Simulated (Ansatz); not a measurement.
A structure relaxed at PBE-D4/def2-SVP in Ansatz, charge 0, singlet:

```xyz
19

In    0.696    1.528    1.734
C     0.079    0.113    0.113
N    -0.458    0.435   -1.090
C    -0.708    1.809   -1.527
C    -0.736   -0.714   -1.813
C    -0.363   -1.776   -1.024
N     0.130   -1.242    0.155
C     0.630   -1.999    1.303
H     0.082    2.138   -2.231
H    -1.692    1.860   -2.031
H    -0.718    2.462   -0.627
H    -1.182   -0.686   -2.812
H    -0.420   -2.854   -1.201
H     0.592   -1.339    2.197
H    -0.016   -2.882    1.468
H     1.670   -2.334    1.118
F     0.359    0.354    3.335
F    -0.547    3.058    1.326
F     2.602    2.070    1.608
```

Question: Give its formula, name or SMILES and point group.

Answer: In(IMe)F3 (C₅H₈F₃InN₂). Point group Cs (tolerance 0.1 Å).

Question: Summarise the bond lengths by kind (pairs closer than 1.2 times the sum of covalent radii, bridged metal pairs left out).

Answer: 6 × C–N 1.36 to 1.46 Å; 3 × F–In 1.99 to 2.01 Å; 1 × C–C 1.38 Å; 1 × C–In 2.24 Å; 8 × C–H 1.09 to 1.11 Å.

In the def2 sets In takes a core potential; there is no spin–orbit coupling.
